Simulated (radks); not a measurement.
The numbers below are computed, except where a source is named.
Spherical quantum dot in the effective-mass picture: electrons in a parabolic well V = omega^2 r^2 / 2 with omega = 1.08, all in effective atomic units (hartree* = m*/eps^2 hartree, bohr* = eps/m* bohr), one dielectric constant everywhere. Level of theory: non-relativistic Kohn-Sham, LDA (Slater exchange, Perdew-Wang correlation), spin-polarised, spherical densities (a radial shooting solver with Libxc functionals). Levels are named by radial order and angular momentum (1s, 1p, 1d, 2s, ...), and open shells are averaged over m. Results are scaled to m* = 0.196 and eps = 17.7, for which hartree* = 17.02 meV and bohr* = 4.779 nm.

N = 20, configuration 1s2 1p6 1d10 2s2. This is the lowest configuration that the search found. Occupied and some empty levels:

level,occupation,eigenvalue (meV),<r> (nm)
1s,2,185.36,7.790
1p,6,193.63,9.619
1d,10,203.24,10.92
2s,2,205.90,9.418
1f,0,213.95,11.96
2p,0,217.68,10.65
1g,0,225.59,12.85

Energy (meV): total 2578.71, kinetic 319.10, external 969.79, Hartree 1446.3, exchange-correlation -156.51.
